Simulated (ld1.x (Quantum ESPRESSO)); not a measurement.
**An odd input for ld1.x (Quantum ESPRESSO) 7.5 (Cl)**

Command:

```bash
ld1.x < Cl.in > Cl.out
```

Input:

```
&input
   title='Cl', zed=17., rel=1, dft='PBE', iswitch=3, tr2=1e-4,
   config='[Ne] 3s2 3p5 3d-2',
   nld=3, rlderiv=1.40, eminld=-4.0, emaxld=5.0, deld=0.02
 /
 &inputp
   pseudotype=2, tm=.true., lloc=2,
   nlcc=.true., new_core_ps=.true., rcore=0.85,
   file_pseudopw='Cl.UPF', file_wfcaegen='ae.wfc', file_wfcncgen='nc.wfc', file_beta='beta', file_chi='chi'
 /
3
3S  1  0   2.00   0.00  1.30  1.30  0.0
3P  2  1   5.00   0.00  1.25  1.25  0.0
3D  3  2  -2.00  -0.15  1.30  1.30  0.0
 &test
   configts(1)='3s2 3p5'
 /
```

This is an input that runs to its end, with one change: threshold tr2=1e-4.

Q: How does the run end?

A: The program runs through. The occupied levels of the test differ from the all-electron ones by at most 0.00002 Ry (unchanged input: 0.00002 Ry).

```

     Etot =    -922.851514 Ry,    -461.425757 Ha,  -12556.034499 eV
     Etotps =   -39.722979 Ry,     -19.861489 Ha,    -540.458657 eV

     Ekin =      10.824715 Ry,       5.412357 Ha,     147.277744 eV
     Encl =     -66.959651 Ry,     -33.479826 Ha,    -911.032466 eV
     Ehrt =      25.289473 Ry,      12.644736 Ha,     344.080809 eV
     Ecxc =     -15.871558 Ry,      -7.935779 Ha,    -215.943542 eV
     (Ecc =      -9.741094 Ry,      -4.870547 Ha,    -132.534339 eV)
     Epseu=       6.994043 Ry,       3.497021 Ha,      95.158799 eV

     ---------------------- End of pseudopotential test ----------------------
```
